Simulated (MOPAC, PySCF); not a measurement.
C9H7BFN, SMILES `Bc1cc2ncccc2cc1F`, neutral singlet in the gas phase. 

Z-matrix (Å, degrees):
```
C
N 1 1.3622
C 2 1.3125 1 118.27
H 3 1.0969 2 116.93 1 -180.00
C 1 1.4178 2 118.79 3 -179.99
H 5 1.0916 1 117.14 2 -0.01
C 5 1.3952 6 120.25 1 179.99
C 3 1.4228 4 119.38 2 -180.00
C 8 1.3759 3 119.08 4 -180.00
H 8 1.0921 9 121.20 3 -179.99
H 9 1.0930 8 121.30 10 0.00
C 9 1.4205 11 119.61 8 -180.00
C 12 1.4197 9 123.28 11 -0.01
C 13 1.3732 12 119.38 9 -180.00
F 14 1.3378 13 118.32 12 -179.98
H 13 1.0916 14 119.84 15 0.01
B 7 1.5431 5 120.29 6 0.01
H 17 1.2025 7 121.99 5 179.93
H 17 1.2059 18 119.74 7 179.99
```
Charge 0, multiplicity 1.

All levels are single points at this geometry (B3LYP-D3(BJ)/def2-SVP); Pople sets use spherical d functions. Orbital energies aren't observables, and empty levels follow the basis.

B3LYP/6-311+G** in PySCF gives gap (eV) = 4.15.

Task: Estimate the gap (eV) from each of these levels: B3LYP-D3(BJ)/def2-TZVP in PySCF; PBE-D3(BJ)/def2-TZVP in PySCF; BP86/6-31G* in PySCF; HF/STO-3G in PySCF; PM3 in MOPAC.

Result: 
```tsv
level	gap (eV)
B3LYP-D3(BJ)/def2-TZVP in PySCF	4.13
PBE-D3(BJ)/def2-TZVP in PySCF	2.77
BP86/6-31G* in PySCF	2.80
HF/STO-3G in PySCF	10.95
PM3 in MOPAC	8.08
```
